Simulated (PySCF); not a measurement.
CH5FN2Si2, SMILES C1[Si@H](N[SiH2]N=1)F. Geometry: PBE0-D3(BJ)/def2-SVP. The structure was generated by enumeration; whether it is a known compound was not checked.

Calculation: PBE0-D3(BJ)/def2-SVP (PySCF 2.14.0).

Harmonic wavenumbers (cm⁻¹): 108, 184, 274, 362, 395, 455, 476, 623, 665, 695, 718, 729, 800, 845, 871, 883, 927, 946, 993, 1098, 1334, 1688, 2248, 2254, 2272, 3043, 3672. Rotational constants (GHz): 4.560, 1.865, 1.507; symmetry number 1.

**Question.** Work out the zero-point energy and the ideal-gas rigid-rotor harmonic-oscillator thermochemistry at 298.15 K and 1 atm.

**Answer.** ZPE = ½ Σ hcν = ½ × 29558 cm⁻¹ = 176.80 kJ/mol. H − E(el) = 197.09 kJ/mol. Entropy in J/(mol K): translation 168.48, rotation 115.56, vibration 56.53, total 340.56. G − E(el) = 95.55 kJ/mol. Cp = 115.05 J/(mol K). Modes under 150 cm⁻¹ make the vibrational entropy uncertain.
